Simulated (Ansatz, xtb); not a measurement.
# Relative energy of two isomers of C4H4BrNS

We compare a, `Nc1cc(Br)cs1`, a singlet, with b, `Cc1nc(Br)cs1`, a singlet. Both are isolated molecules in the gas phase, relaxed with B3LYP-D3(BJ)/def2-SVP; the shapes shown needn't be the lowest conformers.

a (Å):

```xyz
11

C     0.2425   -0.5281   -2.1723
C     0.2782   -0.7700   -0.8169
C     1.6019   -1.0806   -0.3701
C     2.5550   -1.0723   -1.3478
Br    1.9898   -1.4527    1.4475
N    -0.8539   -0.2684   -2.9761
S     1.8327   -0.6917   -2.8908
H    -0.6824    0.3236   -3.7826
H    -1.6858    0.0151   -2.4689
H    -0.5914   -0.7279   -0.1623
H     3.6226   -1.2556   -1.2636
```

b (Å):

```csv
atom,x (Å),y (Å),z (Å)
C,-0.9167,-0.7006,-2.6406
C,0.3426,-0.7395,-1.8354
C,1.9590,-0.0780,-0.4954
C,2.4427,-1.3400,-0.7163
Br,2.8186,1.1931,0.6085
N,0.7927,0.2512,-1.1188
S,1.3597,-2.1743,-1.7808
H,-0.7187,-0.8890,-3.7077
H,-1.3666,0.2949,-2.5322
H,-1.6388,-1.4574,-2.2948
H,3.3450,-1.8004,-0.3221
```

Task: Which of the two would you expect CCSD(T)/def2-SVP + ΔMP2/def2-TZVPP electronic energies to favour?

Result: Structure b; the calculation gives E(b) − E(a) = −6.2 kcal/mol.

Level by level:

| level | geometry | E(b) − E(a) (kcal/mol) | departure from the last row (kcal/mol) | job, with rough time for the two |
| --- | --- | --- | --- | --- |
| GFN2-xTB | GFN2-xTB | −11.9 | −5.7 | optimisation, 0.15 s |
| HF/STO-3G | GFN2-xTB | −15.8 | −9.6 | single point, 0.5 s |
| r2SCAN-D4/def2-SVP | GFN2-xTB | −6.0 | +0.2 | single point, 4.4 s |
| B3LYP-D3(BJ)/def2-SVP | B3LYP-D3(BJ)/def2-SVP | −6.0 | +0.2 | optimisation, 40 s |
| HF/def2-SVP | B3LYP-D3(BJ)/def2-SVP | −5.3 | +0.8 | part of the CCSD(T) run |
| MP2/def2-SVP | B3LYP-D3(BJ)/def2-SVP | −8.0 | −1.9 | part of the CCSD(T) run |
| CCSD(T)/def2-SVP | B3LYP-D3(BJ)/def2-SVP | −8.6 | −2.4 | single point |
| CCSD(T)/def2-SVP + ΔMP2/def2-TZVPP | B3LYP-D3(BJ)/def2-SVP | −6.2 |  | single point, 84 s |

As drawn, b has 1 C–C, 2 C∷N, 2 C–H in place of 1 C–N, 2 C∷C, 2 N–H (∷ is an aromatic bond).

None of the levels shown reverses the order. The largest departure from CCSD(T)/def2-SVP + ΔMP2/def2-TZVPP is that of HF/STO-3G, 9.6 kcal/mol. The last row adds to CCSD(T) the change of the MP2 difference between the two basis sets, here +2.4 kcal/mol.

With thermal terms from frequencies at re-optimised GFN2-xTB minima (ideal gas, soft modes damped towards free rotors, one conformer each, 298.15 K, 1 atm): on the last row, ΔE + ΔZPE = −6.2, ΔH = −6.1, ΔG = −6.6 kcal/mol.

The correlated steps freeze 19 core orbitals; the filled d shell of Br is correlated, in a basis made for valence electrons. Run with Ansatz 0.2.0, xtb 6.7.1; the last row on 4 threads of Arm Neoverse V1 on a shared host.
